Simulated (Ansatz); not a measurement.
Pulling on the Si4–H5 bond in GaH5Si (SMILES [SiH3][GaH2]) (multiplicity 1 held, fragments rigid). Energies count from the point at 1.488 Å.
Geometry at that point (charge 0, multiplicity 1):
| atom | x (Å) | y (Å) | z (Å) |
|---|---|---|---|
| Ga | 0.0214 | -0.3802 | -0.7300 |
| H | -1.2890 | -0.5161 | -1.5946 |
| H | 1.3585 | -0.9627 | -1.3251 |
| Si | -0.0393 | 0.7330 | 1.4213 |
| H | -0.0485 | 2.2044 | 1.2014 |
| H | 1.1342 | 0.4111 | 2.2710 |
| H | -1.2689 | 0.3879 | 2.1794 |

Signs of static correlation in def2-TZVPP, with CASSCF(2,2), from Ansatz (a program for electronic structure) runs.

```csv
R (Å),T1 of restricted CCSD,⟨S²⟩ of UHF,largest double amplitude of restricted CCSD,weight of the CASSCF reference in MRCISD,CASSCF natural occupations
1.190,0.012,0.000,0.033,0.896,1.99 0.01
1.339,0.012,0.000,0.032,0.896,1.99 0.01
1.488,0.012,0.000,0.032,0.895,1.98 0.02
1.637,0.012,0.000,0.031,0.895,1.97 0.03
1.785,0.013,0.000,0.030,0.895,1.96 0.04
2.008,0.015,0.000,0.040,0.895,1.93 0.07
2.232,0.019,0.228,0.066,0.894,1.89 0.11
2.604,(withheld),0.723,(withheld),0.894,1.78 0.22
2.975,0.045,0.906,0.328,0.894,1.62 0.38
3.422,0.066,0.984,0.520,0.894,1.40 0.60
4.017,0.088,1.013,0.735,0.893,1.20 0.80
4.761,0.100,1.020,0.889,0.893,1.07 0.93
```

**Question.** Some entries are withheld; supply them.

**Answer.** 
- 2.604, T1 of restricted CCSD: 0.029
- 2.604, largest double amplitude of restricted CCSD: 0.176

Doubts at one or more of the structures used: a restricted determinant that unrestricted orbitals would lower (R-CCSD(T)/def2-TZVPP); other coupled-cluster roots lie near (R-CCSD(T)/def2-TZVPP); T1 above 0.05 (R-CCSD(T)/def2-TZVPP, U-CCSD(T)/def2-TZVPP); a spin-contaminated determinant (U-CCSD(T)/def2-TZVPP).
